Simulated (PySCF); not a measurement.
# How the functional moves excitation energies

Species: C4H5BO2.
SMILES: `C#C/C=C\B(O)O`

Linear-response calculations in the def2-SVPD basis (PySCF; singlets by full response, triplets Tamm–Dancoff, core orbitals frozen in the response; HF means time-dependent Hartree–Fock). 'Strongest' is the level of largest summed f among the singlets computed (10 roots, of which the last may lack a degenerate partner); it can jump between rows when another state enters that window. S1 is the lowest singlet of each run and needn't be the same state throughout; f(S1) is that of one state. One conformer (not necessarily the lowest) at the PBE0-D3(BJ)/def2-SVP geometry, without solvent, vibrations or thermal averaging.

```
functional                               kind  S1 (eV)  f(S1)  strongest (eV)  T1 (eV)  HOMO (eV)  gap (eV)  ionisation energy, ΔSCF (eV)
       LDA                                LDA     4.65  0.000            5.01     3.35      -6.71      3.83                          9.70
       PBE                                GGA     4.68  0.000            5.01     3.18      -6.50      3.86                          9.43
     B3LYP  global hybrid, 20% exact exchange     5.03  0.000            5.18     3.20      -7.32      5.37                          9.54
      PBE0  global hybrid, 25% exact exchange     5.12  0.000            5.28     3.14      -7.55      5.79                          9.55
 CAM-B3LYP             range-separated hybrid     5.32  0.000            5.36     3.21      -8.79      8.13                          9.63
   wB97X-D             range-separated hybrid     5.33  0.000            5.38     3.29      -9.32      9.32                          9.58
   LC-wPBE             range-separated hybrid     5.57  0.211            5.57     3.14     -10.13     10.57                          9.73
        HF                       Hartree–Fock     5.50  0.265            7.20     2.71      -9.75     11.57                   not settled
```

**Question.** What does BHandHLYP (global hybrid, 50% exact exchange) give?

**Answer.** S1 (eV) 5.39, f(S1) 0.230, strongest (eV) 5.39, T1 (eV) 3.12, HOMO (eV) -8.43, gap (eV) 7.70, ionisation energy, ΔSCF (eV) 9.44. S1 runs from 4.65 eV (LDA) to 5.57 eV (LC-wPBE), a spread of 0.92 eV, while the orbital gap spreads over 7.7 eV. Along PBE (0%), B3LYP (20%), PBE0 (25%), BHandHLYP (50%), HF (100%) S1 rises with the share of exact exchange. −ε(HOMO) comes closest to its own ΔSCF ionisation energy with wB97X-D (-0.26 eV) and misses most with LDA (-2.99 eV). 'Not settled' means that the ion's SCF failed to converge or may have ended in another state than the lowest.
